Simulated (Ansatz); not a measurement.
The same atomization along the group F, Cl, Br.

Calculated with Ansatz (gas phase, PBE0-D4/def2-TZVP geometries, no zero-point term in ΔE). CBS: MP2 limit from def2 TZ/QZ plus the TZ coupled-cluster correction, frozen cores. This one scheme is used for every species, atoms too. DFT in def2-TZVPP. Open shells (•) are unrestricted, without spin–orbit coupling. Spin–orbit coupling would lower the free atoms: a little for C, Cl, F; clearly for Br, Se. Bonds to Br, Se are less sure, by a few kJ/mol each and by 10 to 20 or more in all where they break to atoms, as the def2 sets lack core-valence functions. Scalar relativity is left out up to krypton.

```tsv
reaction	CCSD(T)/CBS(def2) (kJ/mol)
`FC=[Se]` → C• + F• + H• + Se•	1345
`ClC=[Se]` → C• + Cl• + H• + Se•	1215
`[Se]=CBr` → C• + Br• + H• + Se•	?
```

Problem. Fill in the missing values. (An estimate is asked.)

Solution. The calculation gave: `[Se]=CBr` → C• + Br• + H• + Se•: +1169.4 kJ/mol.

Largest T1 diagnostic: 0.016, for `FC=[Se]`.

For atomizations the MP2-based limit and the directly extrapolated one differ by several kJ/mol either way, and by 10 to 25 for some Ge, Se and Sn compounds, so smaller differences from it don't rank the levels.
